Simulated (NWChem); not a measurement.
C2HAlN2O2; SMILES O=C=[N][AlH][N]=C=O

```xyz
8

Al    -1.1516    -0.0014     0.0000
H     -2.7255    -0.0072     0.0000
N     -0.2285     0.0030     1.5207
C      0.3989     0.0007     2.5601
O      1.0067    -0.0016     3.5728
N     -0.2285     0.0030    -1.5207
C      0.3989     0.0007    -2.5601
O      1.0067    -0.0016    -3.5728
```
Atoms are numbered in this order, from 1.

Results from NWChem. Medium grid unless said otherwise, to which SCAN and Minnesota functionals are sensitive. The geometry was optimised at PBE-D3(BJ)/def2-SVP. Total energies of different functionals are on different scales.

```
level                                 energy (Ha)  highest occupied level (eV)  orbital gap (eV)  dipole (D)
------------------------------------  -----------  ---------------------------  ----------------  ----------
B3LYP/def2-SVP                          -579.0053                        -8.37              6.53        1.85
PBE/def2-SVP                            -578.4919                        -7.23              4.85        1.67
CAM-B3LYP/def2-SVP                      -578.8525                            ?                 ?        1.92
BLYP/def2-SVP                           -578.9386                        -7.03              4.79        1.64
MN15-L/def2-SVP                         -578.5804                        -7.84              5.69        1.68
MN15/def2-SVP                           -578.4790                        -9.40              8.15        1.74
LDA (Slater exchange, VWN5)/def2-SVP    -575.3271                        -7.45              4.79        1.73
HCTH/407/def2-SVP                       -578.9219                        -7.43              4.99        1.76
TPSS/def2-SVP                           -579.0607                        -7.30              5.08        1.66
LRC-wPBEh/def2-SVP                      -578.5387                       -10.52             10.48        1.92
```

**Question.** Fill in the missing entries.

**Answer.** 
- CAM-B3LYP/def2-SVP, highest occupied level (eV): -9.97
- CAM-B3LYP/def2-SVP, orbital gap (eV): 9.29
